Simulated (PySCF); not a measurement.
C3H14N2Si2.
Numbering: `[CH3:1][CH:2]([CH3:3])[SiH2:4][SiH:5]([NH2:6])[NH2:7]` (hydrogens: H8, H9, H10 on C1; H11 on C2; H12, H13, H14 on C3; H15, H16 on Si4; H17 on Si5; H18, H19 on N6; H20, H21 on N7)

Level: CAM-B3LYP/def2-SVPD in PySCF, non-relativistic, on one gas-phase PBE0-D3(BJ)/def2-SVP geometry that isn't relaxed in the solvent. The solvent is an IEF-PCM continuum (van der Waals radii × 1.2), and excitations are vertical TDDFT with non-equilibrium linear response and a frozen core. Only the electrostatic response of the medium enters.

Gas-phase singlets (H = HOMO, L = LUMO):

| state | E (eV) | λ (nm) | f | leading configurations |
| --- | --- | --- | --- | --- |
| S1 | 5.943 | 209 | 0.024 | H→L+1 79%, H→L 11% |
| S2 | 6.161 | 201 | 0.029 | H→L 64%, H-1→L 10%, H→L+2 10% |
| S3 | 6.692 | 185 | 0.020 | H-1→L 67%, H→L 9% |
| S4 | 6.910 | 179 | 0.050 | H→L+2 48%, H→L+4 9% |
| S5 | 7.135 | 174 | 0.037 | H-1→L+1 72% |

**Question.** Give the list for acetone (ε = 20.49), n² = 1.85.

**Answer.** 
```csv
state,E (eV),λ (nm),f,leading configurations,change by rank (eV)
S1,5.986,207,0.032,H→L 90%,+0.043
S2,6.237,199,0.039,"H→L+1 70%, H→L+2 12%",+0.076
S3,6.790,183,0.031,"H-1→L+1 47%, H-1→L 18%, H→L+1 11%",+0.098
S4,6.929,179,0.072,"H→L+2 46%, H-1→L+1 14%",+0.019
S5,7.149,173,0.064,"H-1→L 66%, H-1→L+1 9%",+0.014
```

**Question.** How does the list change in water (ε = 78.36)?

**Answer.** 
| state | E (eV) | λ (nm) | f | leading configurations | change by rank (eV) |
| --- | --- | --- | --- | --- | --- |
| S1 | 5.990 | 207 | 0.032 | H→L 90% | +0.047 |
| S2 | 6.244 | 199 | 0.038 | H→L+1 70%, H→L+2 13% | +0.083 |
| S3 | 6.798 | 182 | 0.032 | H-1→L+1 46%, H-1→L 19%, H→L+1 11% | +0.106 |
| S4 | 6.933 | 179 | 0.069 | H→L+2 46%, H-1→L+1 15% | +0.023 |
| S5 | 7.152 | 173 | 0.064 | H-1→L 65%, H-1→L+1 10% | +0.017 |

**Question.** The ground-state energy changes by -0.233 eV from gas to water. By how much does the total energy of gas-phase S1 change?

**Answer.** E(S1) = E(S0) + excitation energy, so it changes by -0.233 + 0.047 = -0.186 eV: it is lowered less than the ground state, which is what a blue shift means. This is the vertical state, with the slow part of the continuum still set for S0.

**Question.** How do the frontier levels move from gas to water?

**Answer.** 
```json
{"orbital": "LUMO+2", "gas (eV)": "1.62", "solvent (eV)": "1.71", "change (eV)": "+0.09"}
{"orbital": "LUMO+1", "gas (eV)": "1.08", "solvent (eV)": "1.25", "change (eV)": "+0.17"}
{"orbital": "LUMO", "gas (eV)": "1.06", "solvent (eV)": "1.18", "change (eV)": "+0.12"}
{"orbital": "HOMO", "gas (eV)": "-8.02", "solvent (eV)": "-7.98", "change (eV)": "+0.04"}
{"orbital": "HOMO-1", "gas (eV)": "-8.92", "solvent (eV)": "-8.87", "change (eV)": "+0.05"}
{"orbital": "HOMO-2", "gas (eV)": "-9.47", "solvent (eV)": "-9.36", "change (eV)": "+0.11"}
{"orbital": "HOMO-3", "gas (eV)": "-9.94", "solvent (eV)": "-9.91", "change (eV)": "+0.03"}
```

The HOMO–LUMO gap goes from 9.08 to 9.16 eV. Rows go by rank; for LUMO and LUMO+1 the atom shares or the degeneracy differ between the runs, so the row needn't follow one orbital.

Shape of the structure used: `[CH3:1][CH:2]([CH3:3])[SiH2:4][SiH:5]([NH2:6])[NH2:7]`: C1–C2–Si4–Si5 -50°, C2–Si4–Si5–N6 -162°, H–N6–Si5–Si4 -95°, H–N6–Si5–Si4 52°, H–N7–Si5–Si4 27°, H–N7–Si5–Si4 178°.
